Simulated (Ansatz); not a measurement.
Molecule: sum formula H2Si2OCl4 (charge 0, singlet). 
Coordinates optimised at B3LYP-D3(BJ)/def2-TZVP (Ansatz, a program for electronic structure):
```
O
Si 1 1.6248
Si 1 1.6248 2 145.80
H 3 1.4615 1 108.98 2 -158.43
H 2 1.4615 1 108.98 3 -158.43
Cl 2 2.0423 5 109.58 1 119.64
Cl 3 2.0423 4 109.58 1 119.64
Cl 2 2.0434 5 109.86 1 -120.20
Cl 3 2.0434 4 109.86 1 -120.20
```
Charge 0, spin multiplicity 1.

Dipole moments at this geometry, in debye (magnitudes).

```json
[
 {"level": "SVWN5/def2-TZVPD", "program": "Ansatz", "dipole (D)": "1.40"},
 {"level": "BLYP/def2-TZVPD", "program": "Ansatz", "dipole (D)": "1.38"},
 {"level": "r2SCAN/def2-TZVPD", "program": "Ansatz", "dipole (D)": "1.41"},
 {"level": "B97M-V/def2-TZVPD", "program": "Ansatz", "dipole (D)": "1.29"},
 {"level": "B3LYP/def2-TZVPD", "program": "Ansatz", "dipole (D)": "1.47"},
 {"level": "BHLYP/def2-TZVPD", "program": "Ansatz", "dipole (D)": "1.57"},
 {"level": "r2SCAN0/def2-TZVPD", "program": "Ansatz", "dipole (D)": "1.48"},
 {"level": "HSE06/def2-TZVPD", "program": "Ansatz", "dipole (D)": "1.47"},
 {"level": "CAM-B3LYP/def2-TZVPD", "program": "Ansatz", "dipole (D)": "1.53"},
 {"level": "LC-wPBE/def2-TZVPD", "program": "Ansatz", "dipole (D)": "1.56"},
 {"level": "wB97M-V/def2-TZVPD", "program": "Ansatz", "dipole (D)": "1.43"},
 {"level": "wB97X-V/def2-TZVPD", "program": "Ansatz", "dipole (D)": "1.52"},
 {"level": "CCSD(T)/aug-cc-pV(D+d)Z", "program": "Ansatz", "dipole (D)": "1.44"}
]
```
